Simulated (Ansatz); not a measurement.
Geometry optimisation, RKS LDA/6-31G (Ansatz).

Input file:

```yaml
crystal:
  periodic: [false, false, false]
  atoms:
    - { symbol: O, position_ang: [-2.281, -1.0243, -0.7345] }
    - { symbol: C, position_ang: [-1.0163, -1.1744, -1.1846] }
    - { symbol: B, position_ang: [-0.1049, -1.5212, 0.0384] }
    - { symbol: Si, position_ang: [1.5282, -0.395, 0.4882] }
    - { symbol: Si, position_ang: [0.761, 1.6527, 0.9631] }
    - { symbol: O, position_ang: [0.0667, 2.3978, -0.4151] }
    - { symbol: H, position_ang: [-2.3519, -0.0554, -0.3758] }
    - { symbol: H, position_ang: [-0.9524, -2.0068, -1.9] }
    - { symbol: H, position_ang: [-0.6346, -0.2519, -1.6748] }
    - { symbol: H, position_ang: [-0.2981, -2.4756, 0.7335] }
    - { symbol: H, position_ang: [2.138, -0.9716, 1.6787] }
    - { symbol: H, position_ang: [2.3934, -0.3484, -0.637] }
    - { symbol: H, position_ang: [-0.2893, 1.625, 2.0424] }
    - { symbol: H, position_ang: [1.8823, 2.4746, 1.4414] }
    - { symbol: H, position_ang: [-0.8628, 2.024, -0.4348] }
basis:
  gaussian: { orbitals: "6-31G" }
hamiltonian:
  xc: lda
relax:
  f_tol: 0.015
  max_steps: 40
```

Launched with:

```bash
$ ansatz run input.yaml --threads 1 --pin off --max-ram 2048MiB --backend cpu --events-out ev --progress --plain --runs-dir out
```

**Question.** Where does it end, and by what steps?

**Answer.** It converged. Limits of this set-up: no polarisation functions. After 28 steps the energy has fallen by 1.405 eV; H7 moved furthest, 1.96 Å.

```
step  energy less start (eV)  largest force component (eV/Å)  accepted
   0                  0.0000                           4.181       yes
   1                 -0.7041                           1.776       yes
   2                 -0.8677                           0.735       yes
   3                 -0.9231                           0.381       yes
   4                 -0.9786                           0.981       yes
   5                 -1.0208                           1.022       yes
   6                 -1.0757                           0.622       yes
   7                 -1.1264                           0.402       yes
   8                 -1.1660                           0.162       yes
   9                 -1.1878                           0.645       yes
  10                 -1.1966                           0.726       yes
  11                 -1.2198                           0.773       yes
  12                 -1.2358                           0.902       yes
  13                 -1.2969                           0.633       yes
  14                 -1.3418                           0.282       yes
  15                 -1.2522                           1.562        no
  16                 -1.3688                           0.137       yes
  17                 -1.3805                           0.163       yes
  18                 -1.3892                           0.204       yes
  19                 -1.3933                           0.267       yes
  20                 -1.3965                           0.191       yes
  21                 -1.3999                           0.118       yes
  22                 -1.4027                           0.067       yes
  23                 -1.4038                           0.045       yes
  24                 -1.4043                           0.023       yes
  25                 -1.4045                           0.025       yes
  26                 -1.4047                           0.020       yes
  27                 -1.4048                           0.017       yes
  28                 -1.4048                           0.009       yes
```

```xyz
15
Properties=species:S:1:pos:R:3
O -2.220 -1.420 -1.594
C -0.956 -0.941 -1.147
B -0.327 -1.367 0.158
Si 1.477 -0.647 0.649
Si 1.005 1.653 0.851
O -0.484 1.753 -0.076
H -2.653 -1.932 -0.867
H -0.317 -0.789 -2.036
H -1.024 0.161 -0.717
H -1.011 -1.898 1.010
H 2.061 -1.126 1.963
H 2.549 -0.784 -0.420
H 0.756 2.095 2.286
H 2.047 2.581 0.240
H -0.924 2.610 -0.270
```

Run time: 110 s on 1 thread of Arm Neoverse V2, on a shared host, peak memory 0.15 GiB.
